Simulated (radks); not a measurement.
Question: All-electron atom: Rb+ in [Kr]. Calculated with a radial shooting solver on a logarithmic mesh with Libxc functionals: scalar-relativistic Kohn-Sham, PBE, spin-unpolarised, spherical densities, finite nucleus; Fermi nuclear charge, rms radius 4.2036 fm. Some entries of the table are withheld. Estimate them.

orbital,occ.,eigenvalue (Ry),<1/r> (bohr^-1),r(max) (bohr)
1s,2,-1105.368,37.87,0.02629
2s,2,-148.0255,(1),0.1496
2p,6,-131.2709,(2),(3)
3s,2,-22.32720,2.808,(4)
3p,6,-16.95296,(5),0.4465
3d,10,-8.06599,2.390,0.3932
4s,2,-2.76578,0.9203,1.261
4p,6,-1.59129,(6),1.427

Answer: 
(1) 2s <1/r> (bohr^-1): 8.432
(2) 2p <1/r> (bohr^-1): 8.240
(3) 2p r(max) (bohr): 0.1196
(4) 3s r(max) (bohr): 0.4509
(5) 3p <1/r> (bohr^-1): 2.654
(6) 4p <1/r> (bohr^-1): 0.7718
